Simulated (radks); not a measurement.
Q: The mean radii <r> (bohr) of the occupied orbitals of an atom or ion are listed with their occupations. Method: scalar-relativistic Kohn-Sham, BLYP, spin-polarised, spherical densities, finite nucleus; Fermi nuclear charge, rms radius of each element as measured or else 0.836 A^(1/3) + 0.57 fm; computed with a radial shooting solver on a logarithmic mesh with Libxc functionals.

| orbital | occ. | <r> |
|---|---|---|
| 1s up | 1 | 0.01866 |
| 1s down | 1 | 0.01866 |
| 2s up | 1 | 0.07868 |
| 2s down | 1 | 0.07864 |
| 2p up | 3 | 0.07025 |
| 2p down | 3 | 0.07020 |
| 3s up | 1 | 0.1978 |
| 3s down | 1 | 0.1980 |
| 3p up | 3 | 0.1960 |
| 3p down | 3 | 0.1963 |
| 3d up | 5 | 0.1753 |
| 3d down | 2 | 0.1756 |

Name the element and its charge. Open shells, if any, are filled with parallel spins first.

A: Z = 73, tantalum, charge +48: Ta48+ in [Ar] 3d7. The 1s radius gives Z: for a bare nucleus <r> = (2 gamma + 1)/(2Z) with gamma = sqrt(1 - (Z/c)^2), 0.01844 bohr for Z = 73, and screening makes it slightly larger (0.01866 here). The occupations add up to 25, and the charge is Z minus that.
